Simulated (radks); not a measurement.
Ta9+, configuration [Kr] 4d10 4f13 5s2 5p3 (the NIST ground configuration).

All-electron calculation, scalar-relativistic Kohn-Sham, PBE, spin-unpolarised, spherical densities, point nucleus. Program: a radial shooting solver on a logarithmic mesh with Libxc functionals.

Energy parts (Ry):
part                       energy
total                 -31161.2877
kinetic                34248.7334
electron-nucleus      -76260.6485
Hartree                11470.3203
exchange-correlation    -619.6929

Orbitals (lengths in bohr, moments of r in powers of bohr; r(max) is where P^2 peaks):
orbital,occ.,eigenvalue (Ry),r(max),<1/r>,<r^2>,<r^4>
1s,2,-4963.042,0.01167,85.47,0.0004785,6.199e-07
2s,2,-861.9651,0.06684,19.97,0.007372,0.00009377
2p,6,-756.6950,0.05476,18.15,0.006083,0.00007325
3s,2,-206.0244,0.1886,7.391,0.04793,0.003460
3p,6,-174.7174,0.1865,6.837,0.04864,0.003710
3d,10,-138.2192,0.1519,6.464,0.04036,0.002872
4s,2,-50.74372,0.4285,3.141,0.2367,0.08118
4p,6,-40.45307,0.4491,2.859,0.2689,0.1075
4d,10,-27.27885,0.4605,2.547,0.3122,0.1560
5s,2,-15.36097,0.9576,1.305,1.178,1.953
4f,13,-12.61023,0.4365,2.088,0.4324,0.3856
5p,3,-12.50620,1.059,1.152,1.466,3.050

The highest occupied level is 5p at -170.16 eV. The density falls to 0.001 e/bohr^3 at r = 2.37 bohr. For comparison, the ionisation energy in NIST's Atomic Spectra Database is 180 eV (theoretical). In exact Kohn-Sham theory the highest level is minus the ionisation energy, but local and semilocal functionals leave it too shallow, through self-interaction and a potential that decays too fast; potentials with the right tail come closer.

Beside tabulated values, note that spin-unpolarised runs miss the spin-polarisation part of the exchange energy of open shells.
